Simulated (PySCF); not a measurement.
Correlation energy of Rh(3+) (rhodium, charge +3)

[Kr] 4d6, high-spin 5D determinant. Computed with PySCF 2.14 in x2c-TZVPPall with one added diffuse shell each of s, p, d, f type (9s7p7d3f1g, 95 functions), with the spin-free X2C one-electron Hamiltonian (Gaussian nucleus). Frozen: [Ar] 3d10; 14 electrons correlated.

```csv
level,correlation energy (mhartree)
CCSD,-398.73
(T),-7.63
CCSD(T),-406.36
```

Diagnostics: T1 = 0.0028, D1 = 0.0070, largest double amplitude 0.022.

Question: Is a single reference adequate?

Answer: Yes, within this model without spin-orbit coupling: T1 lies below 0.03 and no double amplitude reaches 0.07.

This basis was not built for core-valence correlation, so the inner-shell part is incomplete.
